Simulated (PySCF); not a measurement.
Cl2FH5Si3, SMILES [SiH2]([SiH](Cl)Cl)[SiH2]F.

The structure is a stationary point at B3LYP-D3(BJ)/def2-SVP. The structure was generated by enumeration, and PubChem lists no compound with its InChIKey, so it may never have been made. The values are those of a single conformer.

These are PySCF with SMD-M06-2X/def2-SVP values and carry that method's errors.

Solvation free energies are E(SMD) − E(gas) at the gas-phase geometry, for 1 M in both phases. In vacuum the dipole moment is 0.92 D.

```
solvent  ΔG(solv) (kcal/mol)  its non-electrostatic (CDS) part  dipole (D)
-------  -------------------  --------------------------------  ----------
water                    1.1                               4.2        1.34
acetone                 -4.3                              -1.4        1.31
benzene                 -3.6                              -2.2        1.07
```
